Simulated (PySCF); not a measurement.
Rb⁺ (rubidium, charge +1): UHF calculation

Configuration: [Kr], closed-shell 1S. Computed with PySCF 2.14 in def2-SVP with the def2 core potential (28 electrons) (5s3p2d, 24 functions), with a scalar-relativistic core potential.

```
Total energy             : -23.662541 hartree
One-electron energy      : -37.7043 hartree
Hartree (Coulomb) energy : 17.3556 hartree
Exchange energy          : -3.3138 hartree
⟨S²⟩                     : 0.0000
⟨L²⟩                     : 0.000
Sum of ⟨r⟩               : 13.42 bohr
Sum of ⟨r²⟩              : 25.59 bohr²
Time after the integrals : 0.04 s of wall time on 1 thread of Neoverse-V2 (shared host)
```

```json
{"shell": "4s", "electrons": "2", "mean orbital energy (eV)": "-48.396", "rms radius, mean of both spins (bohr)": "1.58"}
{"shell": "4p", "electrons": "6", "mean orbital energy (eV)": "-27.500", "rms radius, mean of both spins (bohr)": "1.85"}
```

Energies and moments cover only the electrons outside the core potential.
